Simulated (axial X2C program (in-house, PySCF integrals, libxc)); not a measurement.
Low determinants of Ge

Computed with an in-house all-electron X2C program for linear molecules (integrals from PySCF), basis dyall-cv3z (cores contracted in-house), spin-free (one-electron X2C) and two-component (2c, atomic mean-field Coulomb and Gaunt terms). Energies in eV from the lowest row of each column (rows without correlated energies are left out; n/a marks j-coupled starts, which PBE0 does not hold); electrons by l are Mulliken totals of the Hartree–Fock solution, and PBE0 can relax to another configuration under the same block occupation. Coupled cluster uses truncated natural virtuals with an MP2 remainder. Frozen shells in the correlated columns: 3 s, 2 p.

Spin-free determinants:

```csv
electrons by l,"M_S, M_L",HF,MP2,CCSD(T),PBE0
s8 p14 d10,"1, 1",0.07,0.00,0.00,0.03
s8 p14 d10,"1, 0",0.00,0.01,0.00,0.00
s8 p14 d10,"0, 1",0.42,0.48,0.32,0.35
```

Two-component determinants:

```json
{"electrons by l": "s8 p14 d10", "2M_J": "0", "HF": "0.79", "MP2": "0.41", "CCSD(T)": "0.00", "PBE0": "0.55"}
{"electrons by l": "s8 p14 d10", "2M_J": "2", "HF": "0.00", "MP2": "0.00", "CCSD(T)": "0.00", "PBE0": "0.00"}
{"electrons by l": "s8 p14 d10", "2M_J": "4", "HF": "0.14", "MP2": "0.04", "CCSD(T)": "0.07", "PBE0": "0.10"}
{"electrons by l": "s8 p14 d10", "2M_J": "2", "HF": "0.38", "MP2": "0.41", "CCSD(T)": "0.28", "PBE0": "0.30"}
```

Ground level as tabulated from the NIST Atomic Spectra Database (leading term): 2S+1 = 3, L = 1, J = 0.

Single determinants need not be terms or J levels, so several rows can belong to one term; PBE0 has no current term and treats spin collinearly, and Hartree–Fock breaks spherical symmetry, which spreads rows that should be degenerate. The search is wide but not exhaustive and can miss a configuration; gaps between s and d configurations can be off by some tenths of an eV with this basis and core.

The run took 2.4 min on 1 thread of Intel(R) Xeon(R) Processor @ 2.30GHz (shared host).
